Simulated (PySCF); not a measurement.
ethenoxysilane (C2H6OSi), SMILES [SiH3]OC=C.

The structure is a stationary point at B3LYP-D3(BJ)/def2-SVP. A frequency run showed that this geometry is not a minimum. Other conformers were not sampled.

Calculation: ωB97X/def2-TZVP (PySCF).

Estimate the frontier levels, gap, dipole moment and polarisability. (An estimate is asked for; the answer gives what the named calculation found.)


| Item | Value |
|---|---|
| highest occupied level | -9.23 eV |
| lowest empty level | 2.11 eV |
| orbital gap | 11.35 eV |
| dipole moment | 1.08 D |
| quadrupole, principal values (traceless, Buckingham form, about the centre of nuclear charge) | -3.79, 0.44, 3.35 D·Å |
| mean static polarisability | 55.1 bohr³ (8.17 Å³) |
| polarisability, principal values | 43.0, 48.7, 73.6 bohr³ |
